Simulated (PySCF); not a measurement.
propoxy(silyl)silane (C3H12OSi2), SMILES C(CC)O[SiH2][SiH3].

Coordinates come from a PBE0-D3(BJ)/def2-SVP optimisation. Other conformers were not sampled.

Computed with PySCF with PBE0-D3(BJ)/def2-SVP.

Frequencies are harmonic and unscaled.

Problem. Give all harmonic wavenumbers and intensities. (An estimate is asked for; the answer gives what the named calculation found.)

Solution. 
```json
[
 {"mode": "1", "ν (cm⁻¹)": "34", "IR (km/mol)": "0.3", "moving atoms (share of kinetic energy)": "H 38 %, C 24 %, O 21 %, Si 17 %"},
 {"mode": "2", "ν (cm⁻¹)": "40", "IR (km/mol)": "0.5", "moving atoms (share of kinetic energy)": "C 31 %, H 27 %, Si 26 %, O 16 %"},
 {"mode": "3", "ν (cm⁻¹)": "76", "IR (km/mol)": "0.5", "moving atoms (share of kinetic energy)": "Si 38 %, H 30 %, C 18 %, O 15 %"},
 {"mode": "4", "ν (cm⁻¹)": "102", "IR (km/mol)": "0.3", "moving atoms (share of kinetic energy)": "H 85 %"},
 {"mode": "5", "ν (cm⁻¹)": "161", "IR (km/mol)": "1.7", "moving atoms (share of kinetic energy)": "H 43 %, C 27 %, O 26 %"},
 {"mode": "6", "ν (cm⁻¹)": "190", "IR (km/mol)": "1.8", "moving atoms (share of kinetic energy)": "H 39 %, O 25 %, C 19 %, Si 17 %"},
 {"mode": "7", "ν (cm⁻¹)": "238", "IR (km/mol)": "2.8", "moving atoms (share of kinetic energy)": "H 54 %, O 18 %, C 18 %, Si 10 %"},
 {"mode": "8", "ν (cm⁻¹)": "308", "IR (km/mol)": "0.1", "moving atoms (share of kinetic energy)": "H 54 %, C 36 %, Si 8 %"},
 {"mode": "9", "ν (cm⁻¹)": "370", "IR (km/mol)": "22.7", "moving atoms (share of kinetic energy)": "H 96 %"},
 {"mode": "10", "ν (cm⁻¹)": "418", "IR (km/mol)": "7.6", "moving atoms (share of kinetic energy)": "Si 53 %, H 33 %, C 13 %"},
 {"mode": "11", "ν (cm⁻¹)": "466", "IR (km/mol)": "0.6", "moving atoms (share of kinetic energy)": "H 37 %, C 36 %, Si 25 %"},
 {"mode": "12", "ν (cm⁻¹)": "523", "IR (km/mol)": "18.9", "moving atoms (share of kinetic energy)": "H 68 %, Si 29 %"},
 {"mode": "13", "ν (cm⁻¹)": "615", "IR (km/mol)": "1.5", "moving atoms (share of kinetic energy)": "H 77 %, Si 21 %"},
 {"mode": "14", "ν (cm⁻¹)": "722", "IR (km/mol)": "26.7", "moving atoms (share of kinetic energy)": "H 89 %"},
 {"mode": "15", "ν (cm⁻¹)": "738", "IR (km/mol)": "15.4", "moving atoms (share of kinetic energy)": "H 59 %, O 15 %, C 14 %, Si 11 %"},
 {"mode": "16", "ν (cm⁻¹)": "823", "IR (km/mol)": "537.8", "moving atoms (share of kinetic energy)": "H 88 %, Si 10 %"},
 {"mode": "17", "ν (cm⁻¹)": "839", "IR (km/mol)": "13.3", "moving atoms (share of kinetic energy)": "H 44 %, O 28 %, C 17 %, Si 11 %"},
 {"mode": "18", "ν (cm⁻¹)": "889", "IR (km/mol)": "12.3", "moving atoms (share of kinetic energy)": "H 74 %, C 16 %, Si 9 %"},
 {"mode": "19", "ν (cm⁻¹)": "913", "IR (km/mol)": "6.6", "moving atoms (share of kinetic energy)": "H 49 %, C 44 %"},
 {"mode": "20", "ν (cm⁻¹)": "923", "IR (km/mol)": "4.0", "moving atoms (share of kinetic energy)": "H 79 %, C 18 %"},
 {"mode": "21", "ν (cm⁻¹)": "932", "IR (km/mol)": "38.3", "moving atoms (share of kinetic energy)": "H 98 %"},
 {"mode": "22", "ν (cm⁻¹)": "933", "IR (km/mol)": "21.5", "moving atoms (share of kinetic energy)": "H 96 %"},
 {"mode": "23", "ν (cm⁻¹)": "964", "IR (km/mol)": "124.3", "moving atoms (share of kinetic energy)": "H 94 %"},
 {"mode": "24", "ν (cm⁻¹)": "1039", "IR (km/mol)": "94.1", "moving atoms (share of kinetic energy)": "H 53 %, C 27 %, O 17 %"},
 {"mode": "25", "ν (cm⁻¹)": "1123", "IR (km/mol)": "10.9", "moving atoms (share of kinetic energy)": "C 55 %, H 44 %"},
 {"mode": "26", "ν (cm⁻¹)": "1164", "IR (km/mol)": "84.0", "moving atoms (share of kinetic energy)": "C 45 %, H 41 %, O 13 %"},
 {"mode": "27", "ν (cm⁻¹)": "1175", "IR (km/mol)": "207.9", "moving atoms (share of kinetic energy)": "C 41 %, O 33 %, H 25 %"},
 {"mode": "28", "ν (cm⁻¹)": "1276", "IR (km/mol)": "3.7", "moving atoms (share of kinetic energy)": "H 85 %, C 13 %"},
 {"mode": "29", "ν (cm⁻¹)": "1301", "IR (km/mol)": "4.1", "moving atoms (share of kinetic energy)": "H 86 %, C 13 %"},
 {"mode": "30", "ν (cm⁻¹)": "1360", "IR (km/mol)": "1.8", "moving atoms (share of kinetic energy)": "H 77 %, C 22 %"},
 {"mode": "31", "ν (cm⁻¹)": "1403", "IR (km/mol)": "7.1", "moving atoms (share of kinetic energy)": "H 66 %, C 34 %"},
 {"mode": "32", "ν (cm⁻¹)": "1419", "IR (km/mol)": "29.7", "moving atoms (share of kinetic energy)": "H 69 %, C 30 %"},
 {"mode": "33", "ν (cm⁻¹)": "1450", "IR (km/mol)": "3.4", "moving atoms (share of kinetic energy)": "H 91 %, C 9 %"},
 {"mode": "34", "ν (cm⁻¹)": "1464", "IR (km/mol)": "7.9", "moving atoms (share of kinetic energy)": "H 96 %"},
 {"mode": "35", "ν (cm⁻¹)": "1481", "IR (km/mol)": "12.2", "moving atoms (share of kinetic energy)": "H 94 %"},
 {"mode": "36", "ν (cm⁻¹)": "1491", "IR (km/mol)": "6.1", "moving atoms (share of kinetic energy)": "H 92 %"},
 {"mode": "37", "ν (cm⁻¹)": "2191", "IR (km/mol)": "106.8", "moving atoms (share of kinetic energy)": "H 96 %"},
 {"mode": "38", "ν (cm⁻¹)": "2193", "IR (km/mol)": "100.2", "moving atoms (share of kinetic energy)": "H 98 %"},
 {"mode": "39", "ν (cm⁻¹)": "2220", "IR (km/mol)": "62.1", "moving atoms (share of kinetic energy)": "H 98 %"},
 {"mode": "40", "ν (cm⁻¹)": "2230", "IR (km/mol)": "84.2", "moving atoms (share of kinetic energy)": "H 96 %"},
 {"mode": "41", "ν (cm⁻¹)": "2236", "IR (km/mol)": "103.3", "moving atoms (share of kinetic energy)": "H 96 %"},
 {"mode": "42", "ν (cm⁻¹)": "2995", "IR (km/mol)": "45.5", "moving atoms (share of kinetic energy)": "H 95 %"},
 {"mode": "43", "ν (cm⁻¹)": "3047", "IR (km/mol)": "14.6", "moving atoms (share of kinetic energy)": "H 91 %, C 9 %"},
 {"mode": "44", "ν (cm⁻¹)": "3055", "IR (km/mol)": "24.6", "moving atoms (share of kinetic energy)": "H 97 %"},
 {"mode": "45", "ν (cm⁻¹)": "3064", "IR (km/mol)": "45.1", "moving atoms (share of kinetic energy)": "H 93 %"},
 {"mode": "46", "ν (cm⁻¹)": "3113", "IR (km/mol)": "14.6", "moving atoms (share of kinetic energy)": "H 90 %, C 10 %"},
 {"mode": "47", "ν (cm⁻¹)": "3147", "IR (km/mol)": "26.2", "moving atoms (share of kinetic energy)": "H 91 %, C 9 %"},
 {"mode": "48", "ν (cm⁻¹)": "3165", "IR (km/mol)": "16.4", "moving atoms (share of kinetic energy)": "H 90 %, C 10 %"}
]
```
